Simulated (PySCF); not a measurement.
## How methods differ on the excitation energy of B

B [He] 2s2 2p1 (2P) → B [He] 2s1 2p2 (4P), as a difference of total energies. Calculation: PySCF 2.14, in x2c-TZVPPall; scalar relativity by spin-free X2C-1e. Correlated levels: valence: 1s2 frozen; valence and next inner shell: nothing frozen. The calculations carry no spin-orbit coupling.

```tsv
method	excitation energy (eV)
UHF	2.194
LDA	3.288
PBE	3.276
PBE0	3.223
r2SCAN	2.940
M06-L	3.315
B2PLYP	3.569
TPSSh	3.524
PW91	3.282
ROHF	2.088
MP2 (valence)	3.078
SCS-MP2 (valence)	3.441
MP2 (valence and next inner shell)	3.075
SCS-MP2 (valence and next inner shell)	3.440
```

Question: How much does correlation contribute at MP2 (valence and next inner shell)?

Answer: 3.075 − (2.194) = 0.881 eV, measured against UHF.
